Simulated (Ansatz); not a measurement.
A structure relaxed at PBE0-D4/def2-TZVP, charge 0, multiplicity 1:

| atom | x (Å) | y (Å) | z (Å) |
| --- | --- | --- | --- |
| C1 | -0.343 | -0.515 | 1.156 |
| Ti2 | 0.367 | 0.595 | -0.411 |
| O3 | -0.353 | -0.116 | -1.861 |
| F4 | -0.183 | 2.242 | -0.121 |
| F5 | 2.117 | 0.444 | -0.354 |
| H6 | -0.030 | -1.556 | 1.043 |
| H7 | 0.061 | -0.106 | 2.087 |
| H8 | -1.435 | -0.461 | 1.172 |
| H9 | -0.202 | -0.527 | -2.711 |

(1) Give its formula and SMILES.

(2) Summarise the bond lengths by kind.

Results:

(1) CH4F2OTi, `[CH3][Ti]([OH])([F])[F]`.

(2) 1 × C–Ti 2.047 Å; 3 × C–H 1.093 to 1.094 Å; 1 × O–Ti 1.768 Å; 2 × F–Ti 1.757 to 1.760 Å; 1 × H–O 0.956 Å.

Results of the Gaussian-basis code of Ansatz.
